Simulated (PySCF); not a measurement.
Compound: spiro[2.4]hepta-4,6-diene, C₇H₈.
SMILES: `C1=CC2(C=C1)CC2`

Jobs on this species (15 atoms, 50 electrons) with PySCF (density fitting). Hardware of each: an Arm Neoverse N1 with one thread (shared host). The host was shared with other jobs, so the times are rough.

Problem. Rank these jobs by wall time, shortest first.
A. wB97X-D/pcSseg-2; shieldings; 364 basis functions
B. B3LYP/def2-SVPD; 10 singlets by full TDDFT, 4 Tamm–Dancoff triplets, polarisability, ΔSCF ions; 204 basis functions
C. PBE0-D3(BJ)/def2-SVP, grid level 1; geometry optimisation from a GFN2-xTB start; 138 basis functions

Solution. C (33 s), B (77 s), A (2.1 min).

All jobs:

| level and settings | work | basis functions | SCF cycles | wall time |
| --- | --- | --- | --- | --- |
| PBE0/pcSseg-1 | shieldings, charges and field gradients | 159 | 14 | 25 s |
| PBE0-D3(BJ)/def2-SVP, grid level 1 | geometry optimisation from a GFN2-xTB start | 138 | 21 | 33 s |
| B3LYP/pcJ-1 | spin–spin couplings from 15 perturbed nuclei, spin–dipole term left out | 269 | 14 | 73 s |
| B3LYP/def2-SVPD | 10 singlets by full TDDFT, 4 Tamm–Dancoff triplets, polarisability, ΔSCF ions | 204 | 14 | 77 s |
| wB97X-D/pcSseg-2 | shieldings | 364 | 13 | 2.1 min |

Problem. What do all jobs in the table cost together?

Solution. About 5.6 min; the longest takes about 38 % of that, and about 5 times as long as the shortest.
